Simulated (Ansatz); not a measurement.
The cluster Si₆Mo⁻. Charge -1, multiplicity 2. Geometry PBE-D4/def2-SVPD, basis def2-TZVPD, Ansatz.

```xyz
7

Mo    0.848   -0.786   -0.838
Si    2.797   -0.048    0.348
Si   -0.657    0.008    1.009
Si   -1.656   -0.623   -1.167
Si   -2.351    1.373    0.176
Si   -0.155    1.500   -0.991
Si    1.174   -1.424    1.462
```

| run | HOMO (eV) | LUMO (eV) |
| --- | --- | --- |
| A | -1.57 | 0.42 |
| B | -0.75 | -0.20 |
| C | -1.00 | -0.10 |
| D | -1.70 | 0.44 |

In the def2 sets Mo takes a core potential; there is no spin–orbit coupling. No other spin state of charge -1 was run. Another isomer (doublet) lies 1.37 eV lower at PBE0-D4/def2-TZVPD; other spin states weren't run for this one.

HOMO and LUMO are taken over both spins.

Problem. The runs used PBE, PBE0, r2SCAN, r2SCAN0. Estimate which is which.

Solution. A PBE0 (25 % exact exchange); B PBE (0 % exact exchange); C r2SCAN (0 % exact exchange); D r2SCAN0 (25 % exact exchange). Exact exchange lowers occupied and raises empty levels; among semilocal functionals meta-GGAs tend to open the gap a little, and such runs are hard to tell apart. The gap grows from 0.54 eV (PBE) to 2.13 eV (r2SCAN0). At r2SCAN0-D4/def2-TZVPD the charge -1 doublet is spin-contaminated (final ⟨S²⟩ up to 1.01, 0.75 for a pure state).
